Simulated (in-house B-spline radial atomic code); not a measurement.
V¹³⁺. Computed with a B-spline radial atomic code. Model: all-electron spherical atom, spin shells full or empty, radial basis limit, no spin-orbit coupling: exact exchange with a local potential (Slater, KLI or optimised effective potential, whose far tail is KLI's), no correlation.

Exchange potential has not reached -1/r at the last radius.

The run also made RPA and GW results, which its time includes.

The Slater potential averages the orbital exchange potentials with the orbital densities as weights, KLI adds orbital constants, and the optimised effective potential minimises the exact-exchange energy among local potentials. So their energies lie above Hartree-Fock in the order OEP, KLI, Slater. All fall off as −1/r, unlike LDA and GGA exchange.

Command:
```bash
python run_gw.py task.json out
```
Settings (nuclear radius in fm, other lengths in bohr, energies in hartree):
```
Z                      23
electrons              10
configuration          [He] 2s2 2p6
hamiltonian            x2c
method                 kli
lmax                   9
rms_radius             3.6002
spin_polarised         False
box_radius             5.53
intervals              96
```

Run time, properties included: 3 s on 1 thread of Arm Neoverse N1, on a shared host.

Given: hamiltonian one-electron scalar X2C; mean-field start exchange-only KLI.

Computed: energy above Hartree-Fock 2.8937 millihartree.

| radius (bohr) | r times exchange potential (hartree bohr) |
| --- | --- |
| 0.00217 | -0.042935 |
| 0.00257 | -0.050799 |
| 0.00304 | -0.060012 |
| 0.0036 | -0.070944 |
| 0.00425 | -0.083558 |
| 0.00503 | -0.098583 |
| 0.00595 | -0.11612 |
| 0.00703 | -0.13643 |
| 0.00832 | -0.16024 |
| 0.00984 | -0.18763 |
| 0.0116 | -0.21835 |
| 0.0138 | -0.25515 |
| 0.0163 | -0.29467 |
| 0.0192 | -0.33735 |
| 0.0228 | -0.3855 |
| 0.0269 | -0.43387 |
| 0.0318 | -0.48296 |
| 0.0377 | -0.53036 |
| 0.0445 | -0.57083 |
| 0.0527 | -0.60271 |
| 0.0623 | -0.62212 |
| 0.0737 | -0.63009 |
| 0.0871 | ? |
| 0.103 | -0.66166 |
| 0.122 | -0.73343 |
| 0.144 | -0.8488 |
| 0.17 | -0.98624 |
| 0.202 | ? |
| 0.238 | -1.2406 |
| 0.282 | -1.3234 |
| 0.333 | -1.3615 |
| 0.394 | -1.3566 |
| 0.466 | -1.3175 |
| 0.552 | -1.2585 |
| 0.652 | -1.1951 |
| 0.772 | -1.1346 |
| 0.912 | -1.0827 |

What belongs in the row 0.0871?

r times exchange potential (hartree bohr): -0.63575.

What belongs in the row 0.202?

r times exchange potential (hartree bohr): -1.1268.

| occupied | level (hartree) | Hartree-Fock level (hartree) |
| --- | --- | --- |
| 1s | -212.25 | -216.7 |
| 2s | -36.616 | -37.047 |
| 2p | -33.08 | -33.082 |

| empty | level (hartree) |
| --- | --- |
| 3s | -13.878 |
| 3p | -12.856 |
| 3d | -11.568 |
| 4s | -7.272 |
| 4p | ? |
| 4d | -6.3784 |
| 4f | -6.1895 |

What belongs in the row 4p?

level (hartree): -6.8657.

The highest level, 2p, differs from Hartree-Fock by +0.054 eV and the deepest, 1s, by +121 eV: a local potential can match the highest level but can't give each shell its own exchange.
